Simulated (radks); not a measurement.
Q: The table gives one normalised radial function P(r) = r R(r) (large component) of Cs3+ in [Kr] 4d9 5s2 5p4 6p1 (r in bohr). Calculated with a radial shooting solver on a logarithmic mesh with Libxc functionals: Dirac Kohn-Sham, BLYP, spin-unpolarised, spherical densities, finite nucleus; open shells fill j = l - 1/2 first; Fermi nuclear charge, rms radius 4.8041 fm.

r           P
0.004779   0.0003
0.00754    0.0010
0.0119     0.0035
0.01862    0.0118
0.02938    0.0380
0.04598    0.1085
0.07255    0.2699
0.1136     0.5214
0.1792     0.6810
0.2827     0.3140
0.4424    -0.6170
0.698     -1.2201
1.093     -0.8357
1.724     -0.2325
2.698     -0.0215
4.257     -0.0004
6.716     0.0000
10.51     0.0000

Which n and l does it have? It may be an empty orbital.

A: n = 4, l = 2: the number of nodes gives n - l - 1 = 1, the rise at small r points to l (this Dirac orbital starts outside the nucleus as r^gamma with gamma = sqrt((l + 1)^2 - (Z/c)^2) = 2.97; the j = 5/2 orbital of l + 1 starts with the same power, but with a smaller coefficient, and then steepens), and the extent must fit the shell. The curve is that of 4d5/2; the two j differ most near the nucleus, where j = l - 1/2 has the larger amplitude, and in heavy atoms j = l - 1/2 is also the more compact. 4d5/2: eigenvalue -115.99 eV, 1 radial node at r = 0.335 bohr, <r> = 0.824 bohr, 90 % of the charge inside 1.24 bohr.
